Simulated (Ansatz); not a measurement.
Relaxation of AlBClH4N (8 atoms, charge 0, multiplicity 1), to a largest force component of 0.02 eV/Å in at most 50 steps.

These are results of Ansatz 0.2.0, RKS PBE0-D4/6-31G*, not measurements.

```xyz
8
Properties=species:S:1:pos:R:3:forces:R:3
N -0.107 1.372 0.311 -0.39 0.28 0.07
B 0.804 0.362 0.056 -0.33 0.27 0.08
Al -0.104 -1.468 -0.327 1.56 -0.42 -0.14
Cl -2.139 -1.644 -0.306 -1.62 0.07 0.06
H 0.127 2.331 0.522 0.15 0.13 0.02
H -1.107 1.222 0.304 -0.07 0.02 0.01
H 1.944 0.665 0.094 0.53 0.00 -0.02
H 0.581 -2.841 -0.654 0.17 -0.36 -0.08
```

Question: Where does it end, and by what steps?

Answer: The forces met the threshold. After 8 steps the energy has fallen by 0.145 eV; H8 moved furthest, 0.13 Å.

```tsv
step	energy less start (eV)	largest force component (eV/Å)	accepted
0	0.0000	1.624	yes
1	-0.1371	0.207	yes
2	-0.1426	0.113	yes
3	-0.1428	0.073	yes
4	-0.1437	0.047	yes
5	-0.1444	0.052	yes
6	-0.1446	0.028	yes
7	-0.1447	0.030	yes
8	-0.1447	0.004	yes
```

```xyz
8
Properties=species:S:1:pos:R:3
N -0.138 1.387 0.315
B 0.792 0.385 0.064
Al -0.023 -1.538 -0.345
Cl -2.163 -1.539 -0.281
H 0.115 2.345 0.522
H -1.138 1.232 0.308
H 1.954 0.690 0.100
H 0.601 -2.962 -0.683
```

Whether the end is a true minimum wasn't checked by a vibrational analysis.

The run took 26 s on 1 thread of Intel(R) Xeon(R) Platinum 8488C (Sapphire Rapids), on a shared host, peak memory 0.17 GiB.
